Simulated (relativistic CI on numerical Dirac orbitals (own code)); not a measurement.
# Hyperfine structure of Ar XVI, mass number 39

Computed by Dirac-Coulomb-Breit CI, separate exchange-only KLI orbitals for each configuration, a model potential for QED, unscaled Slater integrals (own radial code, finite nucleus).

Configurations in the expansion (outside the closed core 1s2): 2s, 2p, 3s, 3p, 3d, 4s, 4p, 4d, 4f, 5s, 5p, 5d, 5f, 5g. Levels of other configurations are missing.

Nuclear spin I = 7/2, μ = -1.59 μN, Q = -0.116 b (tables of Stone and Pyykkö). The electronic factors are computed for point nuclear moments, without core polarisation or the Bohr-Weisskopf and QED corrections.

```json
{"Level": "2s 2S_1/2", "E (eV)": "0.000", "A (MHz)": "-73280", "B (MHz)": ""}
{"Level": "2p 2P°_1/2", "E (eV)": "32.005", "A (MHz)": "-22390", "B (MHz)": ""}
{"Level": "2p 2P°_3/2", "E (eV)": "35.164", "A (MHz)": "-4357", "B (MHz)": "-2060"}
{"Level": "3s 2S_1/2", "E (eV)": "517.585", "A (MHz)": "-21430", "B (MHz)": ""}
{"Level": "3p 2P°_1/2", "E (eV)": "526.441", "A (MHz)": "-6760", "B (MHz)": ""}
{"Level": "3p 2P°_3/2", "E (eV)": "527.371", "A (MHz)": "-1315", "B (MHz)": "-623"}
{"Level": "3d 2D_3/2", "E (eV)": "530.624", "A (MHz)": "-711.8", "B (MHz)": "-113"}
{"Level": "3d 2D_5/2", "E (eV)": "530.918", "A (MHz)": "-303.8", "B (MHz)": "-159"}
```

Levels with J = 0, under 50 % of one LS term, or S terms without an open s electron are left out. Small factors come from cancelling terms and can be off by tens of per cent or more.

At this charge energies of transitions that change n are usually good to better than 1 %, and those within a shell (Δn = 0) to a few per cent.

Problem. Give the hyperfine levels of 2s 2S_1/2 relative to its centre of gravity.

Solution. With K = F(F + 1) − I(I + 1) − J(J + 1), E = AK/2: F = 3: 164900, F = 4: -128200 MHz.
